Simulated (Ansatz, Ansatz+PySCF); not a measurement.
```xyz
4

S     0.0000    0.0000    0.0000
O     1.3262    0.0000    0.0000
O    -0.6631    1.1485    0.0000
O    -0.6631   -1.1485    0.0000
```

Basis set: def2-SVP (spherical functions). Frozen core: 8 orbitals. Charge 0, multiplicity 1.

Computed with Ansatz (development build ahead of 0.2.0); each method stands on the lowest determinant of its kind that the runs found. Restricted open shells among the atoms or ions are ROHF, correlated in semicanonical orbitals with singles.

Q: Give the atomization energy at this shape (free ground-state atoms in the same class of orbitals less the molecule, no zero-point energy) of singlet SO3 by RHF-CCSD(T), RHF-CCSD, RHF-MP2, RHF, UHF.

A:

```json
{"method": "RHF-CCSD(T)", "atomization energy": "896.7 kJ/mol"}
{"method": "RHF-CCSD", "atomization energy": "857.4 kJ/mol"}
{"method": "RHF-MP2", "atomization energy": "1016.9 kJ/mol"}
{"method": "RHF", "atomization energy": "349.5 kJ/mol"}
{"method": "UHF", "atomization energy": "299.9 kJ/mol"}
```

Caution: the shape is not the minimum.
